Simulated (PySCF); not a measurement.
**Correlation energy of F (fluorine, neutral)**

[He] 2s2 2p5, 2P determinant. Computed with PySCF 2.14 in Sapporo-DZP-2012, with scalar relativity by spin-free X2C-1e. Frozen: 1s2; 7 electrons correlated.

MP2 pair energies summed by pair of shells (mhartree):

```json
{"pair": "2p-2p", "energy": "-98.58", "share (%)": "64.0"}
{"pair": "2s-2p", "energy": "-47.35", "share (%)": "30.7"}
{"pair": "2s-2s", "energy": "-8.10", "share (%)": "5.3"}
```

Total MP2 correlation energy: -154.04 mhartree.

Same-spin part -40.59 and opposite-spin part -113.45 mhartree; SCS-MP2 scales them by 1/3 and 6/5 to -149.67 mhartree.

| level | correlation energy (mhartree) |
| --- | --- |
| CCSD | -165.12 |
| (T) | -1.05 |
| CCSD(T) | -166.17 |

Diagnostics: T1 = 0.0033, D1 = 0.0062, largest double amplitude 0.047.

Q: Is a single reference adequate?

A: Yes: T1 lies below 0.03 and no double amplitude reaches 0.07.
